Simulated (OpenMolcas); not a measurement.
Pt4+ among 6 point charges of -1.7 e arranged as a tetragonal octahedron (D4h), 1.99 Å from the ion, with the axial distance 2.308 Å.
```
   1.9900    0.0000    0.0000  -1.70
   0.0000    1.9900    0.0000  -1.70
  -1.9900    0.0000    0.0000  -1.70
   0.0000   -1.9900    0.0000  -1.70
   0.0000    0.0000    2.3084  -1.70
   0.0000    0.0000   -2.3084  -1.70
```

| Item | Value |
| --- | --- |
| Program | OpenMolcas |
| Method | CASSCF |
| Basis | ANO-RCC-VDZP [7s6p4d2f] |
| Scalar Hamiltonian | DKH2, point nucleus |
| Active space | 6 electrons in 5 orbitals (5d) |
| State averaging | 2S+1 = 5 even, 5 roots; 2S+1 = 3 even, 45 roots; 2S+1 = 1 even, 50 roots |
| Spin-orbit coupling | state interaction with AMFI integrals over the reference wave functions |

(1) What is the spin-free ground state (labels of D4, the rotations of D4h)?

(2) Where is the first state of the same spin?

(3) What are the lowest two levels with spin-orbit coupling?

(4) What is χT at 300 K?

Results:

(1) 5E, 2-fold in its orbital part, 100 % from free-ion D terms; it has the highest spin that d6 allows.

(2) 5B2 at 3480 cm-1 above the ground state.

(3) A 1-fold level B1, then a 1-fold level A1 119.5 cm-1 above it. Their leading multiplicities are 5 (73 %) and 5 (73 %).

(4) 3.94 cm3 K/mol.

Spin-orbit coupling mixes the spin-free states strongly: the lowest level takes only 62 % from its leading state, 5E. An orbital doublet at a regular site is open to a Jahn-Teller distortion, which this geometry leaves out. Without dynamic correlation the repulsion within the d shell is too large (B by tens of per cent), so at a given field states of lower spin stand too high. This shell can be high or low spin here, a state of another spin lies low, and with metal d orbitals alone active their balance is uncertain, so the ground spin may be wrong. Point charges give a weaker field than real ligands, and real ions of this kind are as a rule low spin; the high spin found here belongs to the model. This is an electrostatic model: the charges have no orbitals. No measured value stands beside these numbers.
